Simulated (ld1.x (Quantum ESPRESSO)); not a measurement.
## Which change was made? (C, TM)

| Quantity | Value |
| --- | --- |
| Element | C |
| Generator | ld1.x (Quantum ESPRESSO) 7.5 |
| Type | norm-conserving Troullier–Martins (Kleinman–Bylander form) |
| Functional | BLYP |
| Relativity | scalar-relativistic |
| Frozen core | [He] |
| Valence charge | 4 |
| Reference configuration | 2s1.75 2p2.25 |
| Partial waves | 2s (bound): rc 1.00 bohr; 2p (bound): rc 1.40 bohr |
| Local potential | all-electron potential smoothed inside 0.75 bohr (lloc = -1) |
| Core correction | Bessel-smoothed model core inside 0.55 bohr |

Cutoffs, loose and tight: the cutoffs (Ry, on a coarse ladder) from which the occupation-weighted sum of valence levels, in a spherical-Bessel basis at the reference potential, stays within 10 and 1 mRy of its value at 400 Ry. They do not see the model core or the augmentation charge, which bear on the density cutoff. Test errors are all-electron minus pseudo excitation energies from the reference, over the configurations 2s2 2p2; 2s2 2p1; 2s2 2p0; 2s1 2p2; 2s0 2p4; 2s2 2p1.5; 2s2 2p2.3; variants that change the core or the reference have their own tests.

The base gives: outcome: generated; cutoff, loose: 50 Ry; cutoff, tight: 90 Ry; bound ghosts: none; largest test error (meV): +73.

(1) After one change the result is: outcome: generated; cutoff, loose: 50 Ry; cutoff, tight: 90 Ry; bound ghosts: none; largest test error (meV): +112. Which change was it?
A. core correction none
B. core correction Bessel-smoothed model core inside 0.82 bohr
C. core correction Bessel-smoothed model core inside 0.98 bohr

Results:

(1) B. The others give: core correction Bessel-smoothed model core inside 0.98 bohr → outcome: generated; cutoff, loose: 50 Ry; cutoff, tight: 90 Ry; bound ghosts: none; largest test error (meV): +147 | core correction none → outcome: generated; cutoff, loose: 50 Ry; cutoff, tight: 90 Ry; bound ghosts: none; largest test error (meV): +185.
